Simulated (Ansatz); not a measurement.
Compare A (`O[SiH2]CBS`) with its isomer B (`[SiH3]BOCS`).

Program: Ansatz. Geometries: PBE0-D4/def2-TZVP. ΔE: electronic, gas phase. CCSD(T)/CBS adds triple-zeta CCSD(T) − MP2 to the extrapolated MP2 energy (def2 sets, frozen cores). DFT in def2-TZVPP. B3LYP here is the variant with VWN-RPA as its local correlation; programs differ in this. One conformer a species, not always the lowest.

(1) Which is lower in electronic energy at CCSD(T)/CBS, and by how much? (Best estimate.)

(2) Give E(B) − E(A) in kcal/mol with ωB97M-V, CCSD(T)/def2-TZVPP, MP2/def2-TZVPP, CCSD/def2-TZVPP, B3LYP, r2SCAN-D4, HF/def2-TZVPP. (Estimate.)

Largest T1 diagnostic: 0.014.

Results:

(1) Computed: A, by 52.6 kcal/mol.

(2) The calculation gave: ωB97M-V 52.2, CCSD(T)/def2-TZVPP 51.3, MP2/def2-TZVPP 55.8, CCSD/def2-TZVPP 51.4, B3LYP 48.4, r2SCAN-D4 52.6, HF/def2-TZVPP 50.1. None reverses the order clearly.

From PBE to PBE0 (25 % exact exchange), in def2-TZVPP and without D4, E(B) − E(A) moves by +2.5 kcal/mol. The D4 term adds +1.1 kcal/mol with B3LYP and +0.6 kcal/mol with PBE0; it sums over pairs of atoms, weighted by their polarisabilities, and B3LYP, whose exchange is more repulsive, gets the larger term.
